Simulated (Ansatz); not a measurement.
Consider the substitution at a C–Sn bond: `C[C](=O)[SnH3]` + HBr → `CC(=O)Br` + `[SnH4]`.

Calculated with Ansatz (gas phase, PBE0-D4/def2-TZVP geometries, no zero-point term in ΔE). CBS: MP2 limit from def2 TZ/QZ plus the TZ coupled-cluster correction, frozen cores. Functionals use def2-TZVPP. Elements past krypton have def2 core potentials. For Br, Sn outer-core shells are correlated without core-valence functions, which leaves a few kJ/mol of doubt a bond. Scalar relativity is left out up to krypton.

`C[C](=O)[SnH3]`:

```xyz
10

C    -0.635    1.308    0.644
C    -0.443   -0.180    0.712
O    -0.911   -0.859    1.582
Sn    0.769   -1.141   -0.886
H     0.342    1.801    0.657
H    -1.109    1.570   -0.307
H    -1.246    1.659    1.478
H     0.824   -2.811   -0.563
H     2.349   -0.489   -0.902
H     0.060   -0.857   -2.416
```

HBr:

Z-matrix (Å, degrees):
```
Br
H 1 1.420
```

`CC(=O)Br`:

Z-matrix (Å, degrees):
```
C
C 1 1.490
H 1 1.089 2 109.4
H 1 1.091 2 109.3 3 -121.4
H 1 1.091 2 109.3 3 121.4
O 2 1.176 1 128.3 3 0.1
Br 2 1.977 1 111.6 3 -179.9
```

`[SnH4]`:

```xyz
5

Sn    0.000    0.000    0.000
H    -1.136   -1.249    0.230
H    -0.633    1.461    0.606
H     0.329    0.169   -1.663
H     1.439   -0.382    0.828
```

| level | ΔE (eV) |
| --- | --- |
| r2SCAN-D4 | -0.35 |
| PBE0-D4 | -0.29 |
| ωB97M-V | -0.25 |
| MP2/def2-TZVPP | -0.27 |
| CCSD(T)/def2-TZVPP | -0.22 |
| HF/def2-QZVPP | -0.23 |
| MP2/CBS(def2) | -0.23 |
| CCSD/CBS(def2) | -0.15 |

**Question.** What does CCSD(T)/CBS give? (Best estimate.)

**Answer.** Computed: -0.17 eV. The listed levels differ from it by -0.18, -0.12, -0.08, -0.10, -0.05, -0.06, -0.06, 0.02 eV.

Largest T1 diagnostic among the species: 0.015.
